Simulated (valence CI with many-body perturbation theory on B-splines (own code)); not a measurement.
# Ta LIX: electric-dipole lines

Level of theory: relativistic CI+MBPT: five valence electrons over a frozen Dirac-Fock core [Ne], a basis of 9 s, 9 p, 8 d, 6 f, 3 g, 1 h functions for each j, with the one-electron correlation potential Σ1, the two-electron term Σ2, the three-electron term Σ3, Breit, model QED; selected CI, second order for the rest (own B-spline code, finite nucleus).

No measured spectrum was set against this ion. As an estimate, large intervals hold to a few tenths of a per cent, small ones and those within an open d or f shell to about a per cent. Among the levels kept, up to 550 cm⁻¹ of a level comes from second order outside the variational space, and about a tenth of that is noise between levels of different J, which matters for small intervals.

Lines 151 to 200 of 219 in falling wavelength, among levels below 7193.4 × 10³ cm⁻¹, chosen from the strongest by gf and those to the six lowest levels. Wavelengths and rates use the calculated energies. Electric multipoles are in the length gauge, E1 and E2 with the static RPA response of the core. Weak lines are less certain than strong ones. Lines between different terms over intervals too small for the method are left out, as are lines whose strength nearly cancels. The highest levels of a list are the least certain.

Levels are named by their leading jj configuration (3d3/2^4 stands for four electrons in 3d with j = 3/2), which in mixed levels can hold well under half, so a name can repeat and another be missing. Letters in brackets count levels of one name in rising energy.

| λ vac (Å) | Upper | Lower | A (s⁻¹) | S (a.u.) |
| --- | --- | --- | --- | --- |
| 35.92 | (3s^2 3p1/2 3p3/2 3d5/2) J=3/2 [b] | (3s^2 3p1/2 3p3/2^2) J=3/2 | 2.37e+07 | 2.17e-06 |
| 35.53 | (3s^2 3p1/2 3p3/2 3d5/2) J=1/2 | (3s^2 3p1/2 3p3/2^2) J=3/2 | 6.61e+10 | 2.93e-03 |
| 35.28 | (3s^2 3p1/2 3d3/2 3d5/2) J=3/2 | (3s 3p1/2^2 3p3/2^2) J=3/2 | 9.16e+09 | 7.94e-04 |
| 35.21 | (3s^2 3p3/2^3) J=3/2 | (3s^2 3p1/2^2 3d5/2) J=5/2 | 5.47e+06 | 4.71e-07 |
| 35.13 | (3s 3p1/2^2 3p3/2 3d5/2) J=5/2 [b] | (3s 3p1/2^2 3p3/2^2) J=5/2 | 2.80e+10 | 3.60e-03 |
| 34.93 | (3s 3p1/2^2 3p3/2 3d5/2) J=3/2 [b] | (3s 3p1/2^2 3p3/2^2) J=5/2 | 2.42e+10 | 2.03e-03 |
| 33.47 | (3s^2 3p1/2 3d3/2 3d5/2) J=7/2 | (3s 3p1/2^2 3p3/2^2) J=5/2 | 6.54e+09 | 9.69e-04 |
| 31.28 | (3s 3p1/2^2 3p3/2 3d3/2) J=5/2 [a] | (3s^2 3p1/2^2 3d5/2) J=5/2 | 3.13e+08 | 2.83e-05 |
| 31.11 | (3s 3p1/2^2 3p3/2 3d3/2) J=3/2 [a] | (3s^2 3p1/2^2 3d5/2) J=5/2 | 1.32e+08 | 7.85e-06 |
| 30.48 | (3s 3p1/2^2 3p3/2 3d3/2) J=7/2 | (3s^2 3p1/2^2 3d5/2) J=5/2 | 1.29e+10 | 1.44e-03 |
| 29.18 | (3s 3p1/2^2 3p3/2 3d3/2) J=3/2 [b] | (3s^2 3p1/2^2 3d5/2) J=5/2 | 4.55e+09 | 2.23e-04 |
| 28.43 | (3s 3p1/2^2 3p3/2 3d3/2) J=5/2 [b] | (3s^2 3p1/2^2 3d5/2) J=5/2 | 5.91e+09 | 4.02e-04 |
| 28.10 | (3s^2 3p3/2^3) J=3/2 | (3s^2 3p1/2^2 3d3/2) J=3/2 | 2.80e+08 | 1.23e-05 |
| 26.55 | (3s^2 3p1/2 3d3/2^2) J=5/2 | (3s^2 3p1/2^2 3d5/2) J=5/2 | 3.89e+08 | 2.15e-05 |
| 26.15 | (3s 3p1/2 3p3/2^3) J=3/2 [a] | (3s^2 3p1/2 3p3/2^2) J=1/2 | 2.56e+10 | 9.03e-04 |
| 25.54 | (3s 3p1/2^2 3p3/2 3d3/2) J=5/2 [a] | (3s^2 3p1/2^2 3d3/2) J=3/2 | 3.64e+09 | 1.80e-04 |
| 25.43 | (3s 3p1/2^2 3p3/2 3d3/2) J=3/2 [a] | (3s^2 3p1/2^2 3d3/2) J=3/2 | 3.91e+10 | 1.27e-03 |
| 25.35 | (3s 3p1/2 3p3/2^3) J=3/2 [a] | (3s^2 3p1/2 3p3/2^2) J=5/2 | 4.09e+10 | 1.32e-03 |
| 25.32 | (3s 3p1/2^2 3p3/2 3d3/2) J=1/2 [a] | (3s^2 3p1/2^2 3d3/2) J=3/2 | 3.67e+09 | 5.88e-05 |
| 25.31 | (3s 3p1/2^2 3p3/2^2) J=5/2 | (3s^2 3p1/2^2 3p3/2) J=3/2 | 2.94e+11 | 1.41e-02 |
| 25.31 | (3s 3p1/2^2 3p3/2 3d5/2) J=5/2 [a] | (3s^2 3p1/2^2 3d5/2) J=5/2 | 1.77e+11 | 8.52e-03 |
| 24.92 | (3s 3p1/2^2 3p3/2 3d5/2) J=7/2 [a] | (3s^2 3p1/2^2 3d5/2) J=5/2 | 3.20e+10 | 1.96e-03 |
| 24.84 | (3s 3p1/2^2 3p3/2 3d5/2) J=3/2 [a] | (3s^2 3p1/2^2 3d5/2) J=5/2 | 1.21e+11 | 3.67e-03 |
| 24.76 | (3s 3p1/2 3p3/2^3) J=3/2 [a] | (3s^2 3p1/2 3p3/2^2) J=3/2 | 9.76e+11 | 2.93e-02 |
| 24.46 | (3s 3p1/2 3p3/2^3) J=5/2 | (3s^2 3p1/2 3p3/2^2) J=5/2 | 1.03e+12 | 4.46e-02 |
| 24.23 | (3s 3p1/2 3p3/2^3) J=1/2 | (3s^2 3p1/2 3p3/2^2) J=1/2 | 1.10e+12 | 1.55e-02 |
| 24.18 | (3s^2 3p1/2 3d3/2^2) J=3/2 | (3s^2 3p1/2^2 3d5/2) J=5/2 | 5.00e+09 | 1.39e-04 |
| 24.13 | (3s 3p1/2^2 3p3/2 3d3/2) J=3/2 [b] | (3s^2 3p1/2^2 3d3/2) J=3/2 | 5.34e+11 | 1.48e-02 |
| 24.12 | (3s 3p1/2 3p3/2^3) J=3/2 [b] | (3s^2 3p1/2 3p3/2^2) J=1/2 | 3.17e+11 | 8.79e-03 |
| 24.11 | (3s 3p1/2^2 3p3/2 3d5/2) J=7/2 [b] | (3s^2 3p1/2^2 3d5/2) J=5/2 | 8.70e+11 | 4.81e-02 |
| 23.91 | (3s 3p1/2 3p3/2^3) J=5/2 | (3s^2 3p1/2 3p3/2^2) J=3/2 | 3.39e+09 | 1.37e-04 |
| 23.88 | (3s 3p1/2^2 3p3/2^2) J=3/2 | (3s^2 3p1/2^2 3p3/2) J=3/2 | 7.87e+11 | 2.12e-02 |
| 23.80 | (3s 3p1/2^2 3p3/2^2) J=1/2 | (3s^2 3p1/2^2 3p3/2) J=3/2 | 5.89e+11 | 7.84e-03 |
| 23.61 | (3s 3p1/2^2 3p3/2 3d3/2) J=5/2 [b] | (3s^2 3p1/2^2 3d3/2) J=3/2 | 1.02e+12 | 3.97e-02 |
| 23.48 | (3s 3p1/2^2 3p3/2 3d5/2) J=5/2 [b] | (3s^2 3p1/2^2 3d5/2) J=5/2 | 4.78e+11 | 1.83e-02 |
| 23.43 | (3s 3p1/2 3p3/2^3) J=3/2 [b] | (3s^2 3p1/2 3p3/2^2) J=5/2 | 1.82e+12 | 4.63e-02 |
| 23.42 | (3s 3p1/2^2 3p3/2 3d3/2) J=1/2 [b] | (3s^2 3p1/2^2 3d3/2) J=3/2 | 1.18e+12 | 1.49e-02 |
| 23.39 | (3s 3p1/2^2 3p3/2 3d5/2) J=3/2 [b] | (3s^2 3p1/2^2 3d5/2) J=5/2 | 7.37e+11 | 1.86e-02 |
| 23.03 | (3s 3p1/2 3p3/2^3) J=1/2 | (3s^2 3p1/2 3p3/2^2) J=3/2 | 9.01e+11 | 1.09e-02 |
| 22.93 | (3s 3p1/2 3p3/2^3) J=3/2 [b] | (3s^2 3p1/2 3p3/2^2) J=3/2 | 2.18e+11 | 5.19e-03 |
| 22.86 | (3s^2 3p1/2 3p3/2 3d3/2) J=5/2 [a] | (3s^2 3p1/2^2 3p3/2) J=3/2 | 2.00e+09 | 7.09e-05 |
| 22.73 | (3s^2 3p1/2 3p3/2 3d3/2) J=1/2 [a] | (3s^2 3p1/2^2 3p3/2) J=3/2 | 3.10e+09 | 3.60e-05 |
| 22.73 | (3s^2 3p1/2 3d3/2 3d5/2) J=7/2 | (3s^2 3p1/2^2 3d5/2) J=5/2 | 6.34e+10 | 2.94e-03 |
| 22.72 | (3s^2 3p1/2 3p3/2 3d3/2) J=3/2 [a] | (3s^2 3p1/2^2 3p3/2) J=3/2 | 2.32e+11 | 5.36e-03 |
| 22.56 | (3s^2 3p1/2 3d3/2 3d5/2) J=5/2 | (3s^2 3p1/2^2 3d5/2) J=5/2 | 1.05e+11 | 3.57e-03 |
| 22.30 | (3s^2 3p1/2 3d3/2 3d5/2) J=3/2 | (3s^2 3p1/2^2 3d5/2) J=5/2 | 1.34e+10 | 2.92e-04 |
| 22.30 | (3s^2 3p1/2 3d3/2^2) J=5/2 | (3s^2 3p1/2^2 3d3/2) J=3/2 | 1.74e+12 | 5.72e-02 |
| 21.42 | (3s 3p1/2^2 3p3/2 3d5/2) J=5/2 [a] | (3s^2 3p1/2^2 3d3/2) J=3/2 | 1.95e+08 | 5.68e-06 |
| 21.25 | (3s^2 3p1/2 3p3/2 3d3/2) J=5/2 [b] | (3s^2 3p1/2^2 3p3/2) J=3/2 | 2.85e+12 | 8.09e-02 |
| 21.08 | (3s 3p1/2^2 3p3/2 3d5/2) J=3/2 [a] | (3s^2 3p1/2^2 3d3/2) J=3/2 | 1.64e+11 | 3.03e-03 |
